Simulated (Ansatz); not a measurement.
# A relaxation, step by step

ZnSiH2S2F4, singlet, PBE0-D4/pcseg-2 (Ansatz 0.2.0). Settings:

```yaml
hamiltonian: {xc: pbe0, dispersion: d4}
relax: {f_tol: 0.01, max_steps: 60, escape_saddle: false}
```

Start, the saddle point found with PBE0-D4 in triple zeta (not stationary at another level):

Si1  (-1.306, 1.218, -0.516)
F2  (1.941, -0.071, -0.834)
F3  (-1.318, -0.270, -1.049)
F4  (-2.631, 1.461, 0.287)
F5  (-1.303, 2.167, -1.765)
H6  (1.288, 1.024, -0.329)
S7  (0.354, 1.516, 0.722)
Zn8  (1.015, -0.938, 0.567)
S9  (0.600, -2.640, 1.827)
H10  (1.361, -3.468, 1.090)
(Å)

| step | energy less the last (meV) | largest force component (eV/Å) |
| --- | --- | --- |
| 1 | 115.5 | 0.094 |
| 2 | 114.4 | 0.064 |
| 3 | 113.8 | 0.023 |
| 4 (rejected trial) | 113.8 | 0.044 |
| 5 | 113.6 | 0.026 |
| 6 | 113.1 | 0.052 |
| 7 | 110.5 | 0.264 |
| 8 (rejected trial) | 124.6 | 0.671 |
| 9 | 85.9 | 0.355 |
| 10 | 80.8 | 0.393 |
| 11 | 32.5 | 0.226 |
| 12 | 14.5 | 0.321 |
| 13 | 12.7 | 0.372 |
| 14 | 7.0 | 0.218 |
| 15 | 3.7 | 0.170 |
| 16 | 1.6 | 0.104 |
| 17 (rejected trial) | 2.1 | 0.098 |
| 18 | 0.3 | 0.021 |
| 19 | 0.2 | 0.065 |
| 20 | 0.0 | 0.006 |

Step 6, positions (Å) and forces (eV/Å):

```json
{"atom": "Si1", "x": "-1.310", "y": "1.211", "z": "-0.516", "Fx": "0.013", "Fy": "0.040", "Fz": "0.005"}
{"atom": "F2", "x": "1.967", "y": "-0.071", "z": "-0.825", "Fx": "0.016", "Fy": "-0.038", "Fz": "-0.004"}
{"atom": "F3", "x": "-1.316", "y": "-0.268", "z": "-1.063", "Fx": "0.002", "Fy": "-0.026", "Fz": "-0.007"}
{"atom": "F4", "x": "-2.629", "y": "1.436", "z": "0.299", "Fx": "0.003", "Fy": "-0.003", "Fz": "0.002"}
{"atom": "F5", "x": "-1.326", "y": "2.170", "z": "-1.754", "Fx": "-0.007", "Fy": "-0.005", "Fz": "0.000"}
{"atom": "H6", "x": "1.291", "y": "1.027", "z": "-0.334", "Fx": "-0.039", "Fy": "0.052", "Fz": "0.031"}
{"atom": "S7", "x": "0.357", "y": "1.520", "z": "0.709", "Fx": "0.012", "Fy": "-0.026", "Fz": "-0.018"}
{"atom": "Zn8", "x": "1.056", "y": "-0.931", "z": "0.571", "Fx": "0.000", "Fy": "-0.008", "Fz": "-0.008"}
{"atom": "S9", "x": "0.590", "y": "-2.619", "z": "1.825", "Fx": "-0.003", "Fy": "0.014", "Fz": "0.004"}
{"atom": "H10", "x": "1.320", "y": "-3.475", "z": "1.088", "Fx": "0.003", "Fy": "-0.001", "Fz": "-0.005"}
```

Step 10, positions (Å) and forces (eV/Å):

```tsv
atom	x	y	z	Fx	Fy	Fz
Si1	-1.328	1.182	-0.519	-0.059	0.393	-0.005
F2	2.124	-0.111	-0.818	0.080	-0.139	-0.043
F3	-1.261	-0.260	-1.140	-0.015	-0.006	0.008
F4	-2.613	1.294	0.383	0.308	-0.044	-0.209
F5	-1.456	2.212	-1.704	-0.026	-0.275	0.247
H6	1.274	1.154	-0.343	-0.103	0.208	0.000
S7	0.380	1.575	0.652	-0.180	-0.101	0.011
Zn8	1.229	-0.971	0.510	-0.073	-0.268	0.093
S9	0.500	-2.543	1.813	0.104	0.115	-0.125
H10	1.150	-3.531	1.164	-0.036	0.118	0.022
```

Step 19, positions (Å) and forces (eV/Å):

| atom | x | y | z | Fx | Fy | Fz |
| --- | --- | --- | --- | --- | --- | --- |
| Si1 | -1.294 | 1.130 | -0.497 | 0.065 | -0.051 | 0.049 |
| F2 | 2.138 | -0.268 | -1.002 | 0.005 | -0.004 | 0.005 |
| F3 | -1.180 | -0.294 | -1.152 | -0.007 | 0.018 | -0.004 |
| F4 | -2.597 | 1.176 | 0.366 | -0.022 | 0.004 | 0.006 |
| F5 | -1.396 | 2.179 | -1.653 | -0.008 | 0.027 | -0.034 |
| H6 | 1.203 | 1.579 | -0.266 | -0.012 | -0.001 | -0.001 |
| S7 | 0.339 | 1.516 | 0.775 | -0.013 | -0.001 | -0.014 |
| Zn8 | 1.319 | -1.097 | 0.336 | -0.012 | 0.011 | -0.009 |
| S9 | 0.521 | -2.399 | 1.848 | 0.001 | 0.000 | 0.003 |
| H10 | 0.949 | -3.522 | 1.245 | 0.003 | -0.003 | 0.000 |

Last step (20):

Si1  (-1.293, 1.131, -0.496)
F2  (2.140, -0.273, -1.001)
F3  (-1.181, -0.291, -1.157)
F4  (-2.597, 1.175, 0.366)
F5  (-1.396, 2.183, -1.649)
H6  (1.200, 1.580, -0.269)
S7  (0.340, 1.513, 0.774)
Zn8  (1.312, -1.096, 0.334)
S9  (0.515, -2.400, 1.846)
H10  (0.960, -3.521, 1.252)
(Å)

Hardware: 4 CPU threads of an AMD EPYC 7R13 and a share of one NVIDIA H100, shared host. Wall time 33 s; peak host memory 1.1 GiB.
